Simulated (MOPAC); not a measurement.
MOPAC input (MNDO):

```
MNDO 1SCF CHARGE=1 GEO-OK AUX(PRECISION=9) THREADS=1
C4H11O

C    -1.70345816 1   -0.82158574 1   -0.42605077 1
C    -0.57951860 1    0.05057871 1    0.16201849 1
C    -0.52169045 1    1.42769907 1   -0.49865260 1
C     0.69230231 1   -0.73077476 1   -0.00652922 1
O     1.86069893 1    0.06915361 1    0.67621405 1
H    -2.65467468 1   -0.30859008 1   -0.29303817 1
H    -1.77366522 1   -1.79206422 1    0.06621758 1
H    -1.55782401 1   -0.98073214 1   -1.49585457 1
H    -0.77544493 1    0.15857401 1    1.23661376 1
H    -0.35550657 1    1.33457491 1   -1.57377631 1
H     0.26553022 1    2.06089505 1   -0.08740342 1
H    -1.46813513 1    1.94616339 1   -0.35210667 1
H     0.69901426 1   -1.69909476 1    0.48738837 1
H     1.04608912 1   -0.78957378 1   -1.03264474 1
H     2.72140072 1   -0.38873599 1    0.66588578 1
H     1.64181404 1    0.34985113 1    1.58429050 1
```

From the output:

```
                                                       MOPAC v23.2.5 Linux

          FINAL HEAT OF FORMATION =        127.16649 KCAL/MOL =     532.06461 KJ/MOL

          COSMO AREA              =        127.60 SQUARE ANGSTROMS
          COSMO VOLUME            =        116.98 CUBIC ANGSTROMS

          IONIZATION POTENTIAL    =         16.997057 EV
          HOMO LUMO ENERGIES (EV) =        -16.997 -4.971
          NO. OF FILLED LEVELS    =         16
          MOLECULAR WEIGHT        =         75.1303         POINT GROUP:  C1

          MOLECULAR DIMENSIONS (Angstroms)

            Atom       Atom       Distance
            H    15    H     6     5.46151
            H     7    H    11     3.91488
            H     9    H     8     2.68152

          SCF CALCULATIONS        =          1

   ATOM   CHEMICAL          X               Y               Z
  NUMBER   SYMBOL      (ANGSTROMS)     (ANGSTROMS)     (ANGSTROMS)

     1       C         -1.70345816  *  -0.82158574  *  -0.42605077  *
     2       C         -0.57951860  *   0.05057871  *   0.16201849  *
     3       C         -0.52169045  *   1.42769907  *  -0.49865260  *
     4       C          0.69230231  *  -0.73077476  *  -0.00652922  *
     5       O          1.86069893  *   0.06915361  *   0.67621405  *
     6       H         -2.65467468  *  -0.30859008  *  -0.29303817  *
     7       H         -1.77366522  *  -1.79206422  *   0.06621758  *
     8       H         -1.55782401  *  -0.98073214  *  -1.49585457  *
     9       H         -0.77544493  *   0.15857401  *   1.23661376  *
    10       H         -0.35550657  *   1.33457491  *  -1.57377631  *
    11       H          0.26553022  *   2.06089505  *  -0.08740342  *
    12       H         -1.46813513  *   1.94616339  *  -0.35210667  *
    13       H          0.69901426  *  -1.69909476  *   0.48738837  *
    14       H          1.04608912  *  -0.78957378  *  -1.03264474  *
    15       H          2.72140072  *  -0.38873599  *   0.66588578  *
    16       H          1.64181404  *   0.34985113  *   1.58429050  *

                             CARTESIAN COORDINATES

   1    C       -1.703458160    -0.821585740    -0.426050770
   2    C       -0.579518600     0.050578710     0.162018490
   3    C       -0.521690450     1.427699070    -0.498652600
   4    C        0.692302310    -0.730774760    -0.006529220
   5    O        1.860698930     0.069153610     0.676214050
   6    H       -2.654674680    -0.308590080    -0.293038170
   7    H       -1.773665220    -1.792064220     0.066217580
   8    H       -1.557824010    -0.980732140    -1.495854570
   9    H       -0.775444930     0.158574010     1.236613760
  10    H       -0.355506570     1.334574910    -1.573776310
  11    H        0.265530220     2.060895050    -0.087403420
  12    H       -1.468135130     1.946163390    -0.352106670
  13    H        0.699014260    -1.699094760     0.487388370
  14    H        1.046089120    -0.789573780    -1.032644740
  15    H        2.721400720    -0.388735990     0.665885780
  16    H        1.641814040     0.349851130     1.584290500

           Empirical Formula: C4 H11 O  =    16 atoms

      MOLECULAR POINT GROUP   :   C1

                  EIGENVALUES
 -50.45303 -43.78700 -34.24445 -33.61653 -27.90306 -26.42322 -24.43452 -22.49629
 -20.56357 -19.94896 -19.23422 -18.30607 -17.69953 -17.27089 -17.10250 -16.99706
  -4.97061  -2.40060  -2.04827  -1.96262  -1.35093  -1.07947  -0.85587  -0.48051
   0.20967   0.31994   0.36903   0.46368   0.80925   1.91235   1.95669

              NET ATOMIC CHARGES AND DIPOLE CONTRIBUTIONS

  ATOM NO.   TYPE          CHARGE      No. of ELECS.   s-Pop       p-Pop
    1          C           0.030636        3.9694     1.21483     2.75453
    2          C          -0.120977        4.1210     1.21692     2.90406
    3          C           0.025861        3.9741     1.21231     2.76183
    4          C           0.230463        3.7695     1.26653     2.50301
    5          O          -0.109592        6.1096     1.72660     4.38299
    6          H           0.042130        0.9579     0.95787
    7          H           0.017954        0.9820     0.98205
    8          H           0.020777        0.9792     0.97922
    9          H           0.047068        0.9529     0.95293
   10          H           0.021841        0.9782     0.97816
   11          H           0.003993        0.9960     0.99601
   12          H           0.041810        0.9582     0.95819
   13          H           0.062721        0.9373     0.93728
   14          H           0.084588        0.9154     0.91541
   15          H           0.302546        0.6975     0.69745
   16          H           0.298180        0.7018     0.70182
 DIPOLE           X         Y         Z       TOTAL
 POINT-CHG.     5.263    -1.430     2.171     5.870
 HYBRID         0.618    -0.355     0.754     1.037
 SUM            5.881    -1.785     2.925     6.807

          ATOMIC ORBITAL ELECTRON POPULATIONS

     Atom    s        px        py        pz
    1  C   1.21483   0.90799   0.91496   0.93159
    2  C   1.21692   0.91163   0.99629   0.99614
    3  C   1.21231   0.96266   0.86779   0.93138
    4  C   1.26653   0.75551   0.85291   0.89458
    5  O   1.72660   1.29528   1.67930   1.40841
    6  H   0.95787
    7  H   0.98205
    8  H   0.97922
    9  H   0.95293
   10  H   0.97816
   11  H   0.99601
   12  H   0.95819
   13  H   0.93728
   14  H   0.91541
   15  H   0.69745
   16  H   0.70182

 **********************
 *                    *
 * JOB ENDED NORMALLY *
 *                    *
 **********************

 == MOPAC DONE ==
```

The dipole moment of an ion depends on the origin.

The geometry given is a B3LYP-D3(BJ)/def2-TZVP minimum.
